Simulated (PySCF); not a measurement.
# Correlation energy of Mn+ (manganese, charge +1)

[Ar] 3d5 4s1, high-spin 7S determinant. All numbers are calculated (PySCF 2.14, the spin-free X2C one-electron Hamiltonian (Gaussian nucleus), in aug-cc-pVTZ-DK). Frozen: [Ar]; 6 electrons correlated.

```csv
level,correlation energy (mhartree)
CCSD,-92.62
(T),-1.49
CCSD(T),-94.11
```

Diagnostics: T1 = 0.0087, D1 = 0.0199, largest double amplitude 0.018.

Cost of the coupled-cluster step: roughly 13 core-seconds, for 6 correlated electrons.
